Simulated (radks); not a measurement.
Q: Coulomb parameter of the 4f shell of the thulium ion Tm2+ in the model configuration [Xe] 4f12 6p1, as a second difference U = [E(n + 0.25) + E(n - 0.25) - 2 E(n)] / (0.25)^2 with all orbitals relaxed. "Bare": the charge of the atom changes with n. "Screened": the 6p shell takes up the change at fixed total charge, which measures U(4f,4f) + U(6p,6p) - 2 U(4f,6p). Method: scalar-relativistic Kohn-Sham, LDA (Slater exchange, Perdew-Wang correlation), spin-unpolarised, spherical densities, point nucleus; computed with a radial shooting solver on a logarithmic mesh with Libxc functionals. Estimate both.

A: U(bare) = 18.488 eV, U(screened by 6p) = 9.110 eV, against the Slater integral F0(4f,4f) = 33.920 eV with frozen orbitals.
